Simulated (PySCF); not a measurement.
Computed shifts of a molecule C5H5F, PBE/pcSseg-1 (PySCF), GIAO, gas phase, atoms alike by connectivity averaged where their shifts nearly agree, in ppm (number of nuclei): ¹³C: 225.9 (1), 171.2 (1), 99.8 (1), 97.8 (1), 87.4 (1). ¹⁹F: -115.8 (1). ¹H: 6.18 (1), 5.85 (2), 5.17 (1), 4.90 (1). References: ¹³C against TMS (σ = 182.0 ppm); ¹⁹F against CFCl3 (σ = 133.6 ppm); ¹H against TMS (σ = 31.49 ppm), references at their B3LYP-D3(BJ)/def2-TZVP geometries, non-relativistic. Geometry: PBE-D3(BJ)/def2-SVP. Other conformers were not sampled.

Task: Which structure fits?
A) C=CC=C=CF
B) C=C=CC(=C)F
C) C#C[C@H]1C[C@H]1F
D) C=C(F)C#CC

Result: B, C=C=CC(=C)F
